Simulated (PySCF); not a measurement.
**C₆ coefficients of unlike pairs at B3LYP**

Calculated with PySCF 2.14 from the dipole response of each species, C₆(A,B) = (3/π) ∫ α_A(iu) α_B(iu) du, in atomic units, from isotropic polarisabilities. For ions this is the dispersion term alone; charge-induced terms of lower order in 1/R come first.

```csv
species,configuration,basis,relativity,α (bohr³),C₆ (like pair)
Co,[Ar] 3d7 4s2 (4F),aug-cc-pVDZ (7s6p4d2f),none,54.96,462.0
Nb³⁺,[Kr] 4d2 (3F),aug-cc-pVTZ-PP with ECP28MDF (6s6p5d3f2g),core potential,5.963,25.57
Mn⁺,[Ar] 3d5 4s1 (7S),"aug-cc-pVTZ with one added diffuse shell each of s, p, d, f, g type (9s8p6d4f3g)",none,29.21,151.4
Ba²⁺,[Xe] (1S),aug-cc-pVDZ-X2C (8s7p5d),spin-free X2C,9.888,61.54
```

Estimate C₆ for Mn⁺ with Co.

The integral gives 263.2. The combination rule 2 C_A C_B / (C_A α_B/α_A + C_B α_A/α_B) gives 263.8 and the geometric mean 264.5.

No spin-orbit coupling is included.

The other pairs:

```
      pair     C₆
  Nb³⁺, Co  86.78
  Ba²⁺, Co  141.1
Ba²⁺, Nb³⁺  39.23
 Ba²⁺, Mn⁺  85.36
 Mn⁺, Nb³⁺  53.08
```
